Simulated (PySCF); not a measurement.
Identify the compound

An unknown has the formula C2H10O3Si2. Its calculated NMR data are:

¹H NMR (600 MHz, computed): δ 5.24 (s, 3H), 3.93 (s, 1H), 3.89 (s, 6H).

¹³C{¹H} NMR (computed): δ 51.9 (CH3, 2C).

- GFN2-xTB geometry
- σ from GIAO-PBE0/pcSseg-1
- program: PySCF
- no solvent, one averaged value for each set of equivalent atoms, one conformer, no relativistic terms

Shifts are taken against calculated references (same method and geometry level): TMS for ¹H (σ = 31.72 ppm), ¹³C (σ = 186.93 ppm).

**Question.** Which candidate is it?
A. CO[SiH](OC)O[SiH3]
B. COCO[SiH2]O[SiH3]
C. CO[SiH2]O[SiH2]OC

**Answer.** A. 

- The formula gives 0 degrees of unsaturation.
- 1 carbon signal for 2 carbons: some carbons are equivalent by symmetry or fast rotation.
- Carbon types of the structure: 2 × CH3, leaving 4 H on heteroatoms.
- δC 51.9: methyl carbon bonded to O; the inductive effect lowers its shielding.
- δH 5.24: hydrogen on a silicon bonded to O.
- δH 3.93: hydrogen on a silicon bonded to 3 O.
- δH 3.89: hydrogen on a methyl carbon bonded to O; its carbon carries O, an electronegative neighbour.

The others: CO[SiH2]O[SiH2]OC would give 2 signals for carbon-bound and other non-exchanging H, not 3; COCO[SiH2]O[SiH3] would give 2 carbon signals, not 1.

Shifts are as computed. Against solution values, carbons near 30 ppm lie about +3 ppm off and those near 130 ppm about +5 ppm (rms about the fit 2.1 ppm; single classes can miss by 10 ppm). Of 1328 compounds with measured shifts, 309 miss one by over three times the rms of a fit or turn the order of signals round; such compounds aren't used in these exercises. Signals without a measured value on file couldn't be tested in this way; 1H shifts scatter by 0.2 ppm about their fit, and single ones miss by 0.5 ppm. No couplings were computed; multiplicities are counted from neighbouring protons, with m where these are inequivalent, close in shift, in a saturated or five-membered ring or joined by F or P, and br s for small geminal =CH2 splittings.
